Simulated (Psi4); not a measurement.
Psi4 input (wB97X-D/6-311+G**):

```
memory 1500 MB

molecule {
0 2
S    -0.04999100   -0.01908400   -0.41466600
C    -0.07168400   -0.01278000    1.22690300
H     1.22996700    0.38202400   -0.72676100
symmetry c1
no_reorient
no_com
}

set {
  basis 6-311+G**
  reference uks
  scf_type pk
  dft_radial_points 99
  dft_spherical_points 590
  e_convergence 1e-8
  d_convergence 1e-7
  maxiter 150
}

e = energy('wb97x-d')
print_out(f'\nFINAL {e:.10f} DIPOLE {variable("CURRENT DIPOLE")[0]:.6f} {variable("CURRENT DIPOLE")[1]:.6f} {variable("CURRENT DIPOLE")[2]:.6f}\n')
```

From the output:

```
              A
    DOCC [    11 ]
    SOCC [     1 ]
    NA   [    12 ]
    NB   [    11 ]

  @UKS Final Energy:  -436.73750113033844

   => Energetics <=

    Nuclear Repulsion Energy =             38.4254662268518743
    One-Electron Energy =                -677.0771833244268691
    Two-Electron Energy =                 224.5423654600970735
    DFT Exchange-Correlation Energy =     -22.6280345269559291
    Empirical Dispersion Energy =          -0.0001149659046398
    VV10 Nonlocal Energy =                  0.0000000000000000
    Total Energy =                       -436.7375011303384440

  UHF NO Occupations:
  HONO-2 :   10  A 1.9987122
  HONO-1 :   11  A 1.9981974
  HONO-0 :   12  A 1.0000000
  LUNO+0 :   13  A 0.0018026
  LUNO+1 :   14  A 0.0012878
  LUNO+2 :   15  A 0.0010750
  LUNO+3 :   16  A 0.0002264

Computation Completed

Properties will be evaluated at   0.000000,   0.000000,   0.000000 [a0]

Properties computed using the SCF density matrix

 Multipole Moments:

 ------------------------------------------------------------------------------------
     Multipole            Electronic (a.u.)      Nuclear  (a.u.)        Total (a.u.)
 ------------------------------------------------------------------------------------

 L = 1.  Multiply by 2.5417464519 to convert [e a0] to [Debye]
 Dipole X            :          0.4350585            0.0000132            0.4350718
 Dipole Y            :          0.1291913            0.0000000            0.1291913
 Dipole Z            :         -0.9989931            0.0000019           -0.9989912
 Magnitude           :                                                    1.0972517

 ------------------------------------------------------------------------------------

FINAL -436.7375011303 DIPOLE 0.435072 0.129191 -0.998991

*** Psi4 exiting successfully. Buy a developer a beer!
```

The geometry given is a B3LYP-D3(BJ)/def2-TZVP minimum.
